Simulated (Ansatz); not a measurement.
Total energies of the cluster OsO2⁻ from Ansatz at PBE-D4/def2-TZVPD, gas phase (1 Eh = 27.2114 eV = 2625.5 kJ/mol). The reference geometry is relaxed at PBE0-D4/def2-TZVPD.

Cartesian coordinates in Å:
```
Os -0.002 0.054 -0.283
O 0.517 1.527 0.433
O -0.515 -1.581 -0.150
```

| state | geometry | energy (Eh) |
| --- | --- | --- |
| charge -1 doublet | reference | -241.18791 |
| charge 0 triplet | reference | -241.08709 |
| charge -1 quartet | relaxed at PBE0-D4/def2-TZVPD | -241.15150 |

In the def2 sets Os takes a core potential; there is no spin–orbit coupling.

Q: Work out the vertical ionisation energy to the triplet.

A: E(charge 0 triplet) − E(charge -1 doublet) = -241.08709 − (-241.18791) = 0.10082 Eh = 2.74 eV. For comparison, −ε of the highest occupied level of the spin that leaves is -0.28 eV at this level, 3.02 eV less.

Q: Which of the charge -1 states is lowest, and how far above it are the others?

A: The doublet. quartet: -241.15150 − (-241.18791) = 0.03641 Eh = 95.6 kJ/mol.

At PBE-D4/def2-TZVPD the highest occupied level of the charge -1 doublet lies above zero (up to 0.28 eV). By energy differences its removal costs 2.74 eV (vertical, to the charge 0 triplet, at PBE-D4/def2-TZVPD); a positive level beside a positive removal energy at the same level points to self-interaction error. At PBE-D4/def2-TZVPD the highest occupied level of the charge -1 quartet lies above zero (up to 1.54 eV). It is a level of α spin, whose loss leaves a triplet; that state wasn't run at this geometry and level. The electron is either unbound and held by the finite basis, or the level is raised by self-interaction error. 

The structure comes from a short search, and lower isomers may exist.
